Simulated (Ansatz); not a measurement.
Ideal-gas functions of CCl2NSn (`N#[C][Sn]([Cl])[Cl]`) radical at 600 K and 1 bar, from an Ansatz frequency run at PBE0-D4/def2-TZVP.

Molar mass 215.64 g/mol, point group Cs (symmetry number 1), electronic degeneracy 2, moments of inertia 296.003, 297.752, 506.454 u Å². Harmonic wavenumbers (cm⁻¹, unscaled): 75, 88, 105, 256, 258, 361, 380, 410, 2302.

Use S(trans) = R[1.5 ln M + 2.5 ln T − 1.1517]; rotational temperatures θ = 24.2544 K / I; S(rot) = R[ln(√π/σ · √(T³/θAθBθC)) + 1.5]; for each mode x = 1.438777 ν̃/T, S = R[x/(eˣ − 1) − ln(1 − e⁻ˣ)] and H = RT x/(eˣ − 1); 1 cm⁻¹ = 0.0119627 kJ/mol; R = 8.31446 J/(mol·K).

**Question.** By hand: the entropy, in J/(mol·K).

**Answer.** Translation 190.4. Rotation: θ = 0.0819, 0.0815, 0.0479 K, giving 130.5. Vibration, mode by mode: 22.59, 21.27, 19.80, 12.50, 12.44, 9.77, 9.37, 8.78, 0.22, in all 116.7. Electronic 5.8. Sum 443.4 J/(mol·K).

**Question.** By hand: H − E and G − E in kJ/mol, counted from the electronic energy.

**Answer.** Zero-point energy ½ × 4235 × 0.0119627 = 25.3; thermal vibration 29.9; translation, rotation and pV give 4 RT = 20.0. H − E = 75.2 kJ/mol, and G − E = 75.2 − 600 × 443.4/1000 = -190.8 kJ/mol.

Vibration gives 26 % of the entropy, 63.7 J/(mol·K) of it from the modes under 150 cm⁻¹: soft modes count most, and the harmonic formula is weakest for them.
